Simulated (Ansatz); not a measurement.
Consider the redistribution: `O[SiH](F)[SiH2]Br` + `F[SiH]([SiH3])S` → `O[SiH2][SiH2]Br` + `F[SiH2][SiH](F)S`.

Isolated molecules relaxed with PBE0-D4/def2-TZVP in Ansatz; ΔE leaves out vibrations. CCSD(T)/CBS adds triple-zeta CCSD(T) − MP2 to the extrapolated MP2 energy (def2 sets, frozen cores). Functionals use def2-TZVPP. For Br outer-core shells are correlated without core-valence functions, which leaves a few kJ/mol of doubt a bond. Scalar relativity is left out up to krypton. One conformer a species, not always the lowest.

`O[SiH](F)[SiH2]Br`:

Z-matrix (Å, degrees):
```
Si
F 1 1.599
Si 1 2.351 2 106.8
O 1 1.630 2 111.4 3 -118.2
H 1 1.479 2 107.3 3 125.3
Br 3 2.243 1 103.7 2 -86.4
H 3 1.483 1 115.0 2 30.9
H 3 1.484 1 113.1 2 157.8
H 4 0.961 1 117.2 2 80.5
```

`F[SiH]([SiH3])S`:

Cartesian coordinates in Å:
```
F 0.815 -0.822 1.919
Si 0.076 0.291 1.030
Si 0.644 -0.054 -1.212
S -2.032 0.217 1.280
H 0.460 1.616 1.573
H 0.146 1.094 -2.013
H 2.115 -0.183 -1.388
H -0.018 -1.301 -1.681
H -2.206 -0.857 0.492
```

`O[SiH2][SiH2]Br`:

Z-matrix (Å, degrees):
```
Si
Si 1 2.348
O 1 1.648 2 108.4
H 1 1.483 2 112.3 3 -117.9
H 1 1.490 2 107.8 3 121.9
Br 2 2.247 1 103.2 3 -40.9
H 2 1.485 1 114.8 3 74.8
H 2 1.485 1 114.8 3 -157.5
H 3 0.961 1 116.1 2 41.9
```

`F[SiH2][SiH](F)S`:

Z-matrix (Å, degrees):
```
Si
Si 1 2.348
F 1 1.609 2 106.6
H 1 1.484 2 113.7 3 118.8
H 1 1.485 2 110.3 3 -117.2
S 2 2.120 1 107.7 3 36.9
F 2 1.603 1 109.4 3 -85.5
H 2 1.483 1 114.5 3 154.2
H 6 1.345 2 94.3 1 -38.7
```

```json
{"species": "`O[SiH](F)[SiH2]Br`", "revPBE-D4 energy (Eh)": "-3330.48896"}
{"species": "`F[SiH]([SiH3])S`", "revPBE-D4 energy (Eh)": "-1079.98187"}
{"species": "`O[SiH2][SiH2]Br`", "revPBE-D4 energy (Eh)": "-3231.16034"}
{"species": "`F[SiH2][SiH](F)S`", "revPBE-D4 energy (Eh)": "-1179.29777"}
```

(1) Work out ΔE.

Largest T1 diagnostic among the species: 0.013.

Answers

(1) ΔE = (-3231.16034) + (-1179.29777) − (-3330.48896) − (-1079.98187) = 0.01272 Eh = +33.4 kJ/mol. CCSD(T)/CBS gives +33.0 kJ/mol.

In def2-TZVPP, CCSD(T) changes the Hartree–Fock value by +4.4 kJ/mol (the triples alone add +0.7 kJ/mol) and MP2 by +3.4 kJ/mol. Leaving LDA and LC-ωPBE aside and taking each functional with its dispersion term where it has one, the values, not all of them listed here, spread over 2.7 kJ/mol, from BHLYP-D4 to r2SCAN-D4. LDA lies +4.0 kJ/mol from PBE without D4.
